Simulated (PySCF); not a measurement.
# Atomic charges by several schemes

Species: C3H7F3SSi2.
Geometry (GFN2-xTB, Å), atoms numbered from 1 in this order:
```
atom  x, y, z in Å
F1    -3.200    1.837   -0.212
C2    -3.226    0.686    0.460
F3    -4.206    0.687    1.357
C4    -2.371   -0.301    0.227
F5    -2.480   -1.423    0.973
C6    -1.248   -0.285   -0.730
Si7    0.410   -0.175    0.216
S8     1.893   -0.163   -1.324
Si9    3.738   -0.004   -0.227
H10   -1.264   -1.206   -1.313
H11   -1.360    0.551   -1.416
H12    0.462    1.067    0.983
H13    0.588   -1.337    1.077
H14    4.736    0.030   -1.280
H15    3.841   -1.173    0.636
H16    3.678    1.219    0.562
```

Density: PBE0/pcSseg-1 (PySCF); schemes: Mulliken, IAO, Hirshfeld and ESP-fitted. The structure is a single GFN2-xTB conformer in the gas phase; no vibrational or solvent corrections.

Problem. What partial charge does each atom carry?

Solution. In e; atoms taken as equivalent share a row and are averaged (×n: the atom named and its like, n in all):

```json
{"atom": "F1", "environment": "vinyl fluorine", "Mulliken": "-0.247", "IAO": "-0.248", "Hirshfeld": "-0.067", "ESP-fitted": "-0.146"}
{"atom": "C2", "environment": "=CF2 carbon", "Mulliken": "+0.542", "IAO": "+0.488", "Hirshfeld": "+0.137", "ESP-fitted": "+0.344"}
{"atom": "F3", "environment": "vinyl fluorine", "Mulliken": "-0.240", "IAO": "-0.235", "Hirshfeld": "-0.071", "ESP-fitted": "-0.140"}
{"atom": "C4", "environment": "vinylic C–F carbon", "Mulliken": "+0.073", "IAO": "+0.194", "Hirshfeld": "+0.043", "ESP-fitted": "-0.021"}
{"atom": "F5", "environment": "vinyl fluorine", "Mulliken": "-0.270", "IAO": "-0.267", "Hirshfeld": "-0.080", "ESP-fitted": "-0.122"}
{"atom": "C6", "environment": "sp3 carbon bound to silicon", "Mulliken": "-0.489", "IAO": "-0.552", "Hirshfeld": "-0.163", "ESP-fitted": "-0.393"}
{"atom": "Si7", "environment": "SiH2 silicon", "Mulliken": "+0.618", "IAO": "+0.704", "Hirshfeld": "+0.316", "ESP-fitted": "+0.466"}
{"atom": "S8", "environment": "sulfur bonded to 2 Si", "Mulliken": "-0.549", "IAO": "-0.440", "Hirshfeld": "-0.184", "ESP-fitted": "-0.417"}
{"atom": "Si9", "environment": "SiH3 silicon", "Mulliken": "+0.463", "IAO": "+0.556", "Hirshfeld": "+0.309", "ESP-fitted": "+0.370"}
{"atom": "H10/H11", "environment": "methylene hydrogen", "Mulliken": "+0.178", "IAO": "+0.181", "Hirshfeld": "+0.054", "ESP-fitted": "+0.180"}
{"atom": "H12/H13", "environment": "Si–H hydrogen", "Mulliken": "-0.042", "IAO": "-0.118", "Hirshfeld": "-0.074", "ESP-fitted": "-0.071"}
{"atom": "H14/H15/H16", "environment": "Si–H hydrogen", "Mulliken": "-0.057", "IAO": "-0.108", "Hirshfeld": "-0.067", "ESP-fitted": "-0.053"}
```

Mean size of the charges over all atoms: IAO 0.288 e, Mulliken 0.257 e, ESP-fitted 0.192 e, Hirshfeld 0.114 e. Each set sums to the total charge, 0, to within 0.001 e. The Hirshfeld scheme weights the molecular density at each point by an atom's share of the summed free-atom densities. The ESP scheme is a least-squares fit of atom-centred charges to the potential on four shells outside the van der Waals surface, with the total charge fixed.

Some averages cover members that differ in this geometry: H14/H15/H16, ESP-fitted -0.070 to -0.020 e.

Lowest charge. The schemes don't all agree: Mulliken S8 (-0.549); IAO C6 (-0.552); Hirshfeld S8 (-0.184); ESP-fitted S8 (-0.417).

Highest charge. All schemes agree: Mulliken Si7 (+0.618); IAO Si7 (+0.704); Hirshfeld Si7 (+0.316); ESP-fitted Si7 (+0.466).

Problem. Sum the charges by element, for elements with more than one atom.

Solution. 
```csv
element,atoms,Mulliken,IAO,Hirshfeld,ESP-fitted
F,3,-0.758,-0.750,-0.218,-0.407
C,3,+0.126,+0.130,+0.017,-0.070
Si,2,+1.081,+1.260,+0.624,+0.835
H,7,+0.100,-0.200,-0.240,+0.059
```

Problem. How closely do the schemes follow one another over all atoms?

Solution. Correlation coefficient and root-mean-square difference: Mulliken with ESP-fitted 0.98, 0.098 e; Mulliken with IAO 0.98, 0.066 e; IAO with ESP-fitted 0.97, 0.122 e; IAO with Hirshfeld 0.96, 0.211 e; Hirshfeld with ESP-fitted 0.94, 0.119 e; Mulliken with Hirshfeld 0.93, 0.202 e.

Problem. How many electrons does the Hirshfeld scheme count on Si7?

Solution. Z − q = 14 − (+0.316) = 13.684.
